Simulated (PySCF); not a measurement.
Species: C4H4Cl2F2.
Structure used (PBE0-D3(BJ)/def2-SVP), in Å, numbered top down from 1:
```
atom  x, y, z in Å
F1    -1.6451   -1.6195   -0.4744
C2    -1.5840   -0.3186   -0.1551
F3    -2.6135    0.2842   -0.7571
Cl4   -1.7946   -0.1674    1.6049
C5    -0.2782    0.2873   -0.6247
C6     0.9237   -0.3749   -0.0452
C7     1.8838    0.2274    0.6564
Cl8    1.9076    1.9119    1.0270
H9    -0.2867    0.1780   -1.7233
H10   -0.2927    1.3603   -0.3910
H11    1.0319   -1.4520   -0.2051
H12    2.7453   -0.3132    1.0530
```

Linear response at CAM-B3LYP/def2-SVPD (PySCF, frozen core in the response, non-relativistic).

Static isotropic polarisability: 77.70 au (11.51 Å³), principal values 67.9, 71.7, 93.5 au.

(1) What is the polarisability at 1064 nm and at the sodium D line?

(2) What is the isotropic C6 coefficient between two such molecules, C6 = (3/π)∫α(iω)² dω?

(3) Which effective excitation energy ω̄ makes London's formula C6 = (3/4)α²ω̄ exact here?

(4) The lowest 6 singlets have (eV, f): 6.73, 0.329; 6.93, 0.006; 7.31, 0.006; 7.37, 0.001; 7.62, 0.020; 7.73, 0.003. What share of the static polarisability do they carry in the sum over states α = Σ f/ω²?

(5) What three-body coefficient follows from the one-pole estimate C9 = (3/4)·α·C6?

(6) What molar refraction at the D line follows from R = (4π/3)·N_A·α′, with α′ the polarisability volume?

(7) How many electrons N does the Slater–Kirkwood formula C6 = (3/4)·√N·α^(3/2) need to give this C6?

(8) What n − 1 at the D line would an ideal gas of it have at 273.15 K and 1 atm (2.6868 × 10¹⁹ cm⁻³), by n − 1 = 2π·N·α′?

Results:

(1) 78.32 au at 1064 nm (+0.8 %), 79.81 au at 589.3 nm (+2.7 %). The rise at 589.3 nm is 3.38 times that at 1064 nm; a pure ω² law gives 3.26. The lowest singlet lies at 184 nm, shorter than both wavelengths.

(2) 2634 au (Eh·bohr⁶) by a ten-point quadrature over imaginary frequencies, which is 1570 eV·Å⁶ or 152 J·nm⁶/mol.

(3) ω̄ = 4·C6/(3α²) = 0.582 Eh = 15.8 eV. A one-pole form α(ω) = α/(1 − ω²/ω̄²) fitted to the 1064 nm value gives 13.0 eV.

(4) 5.87 au, 7.6 % of α; the largest term, 5.39 au, is that of the state at 6.73 eV. Their oscillator strengths add up to 0.37. Higher states carry the rest.

(5) 154000 au. This is an estimate from the two numbers above, not a computed integral.

(6) α′ = 11.83 Å³ gives R = 29.83 cm³/mol, for isolated, non-vibrating species.

(7) N = (4·C6/3)²/α³ = 26.3; the species has 80 electrons in all.

(8) 19.96 × 10⁻⁴, a formal value whether or not that pressure can be reached.

One conformer stands for the species.
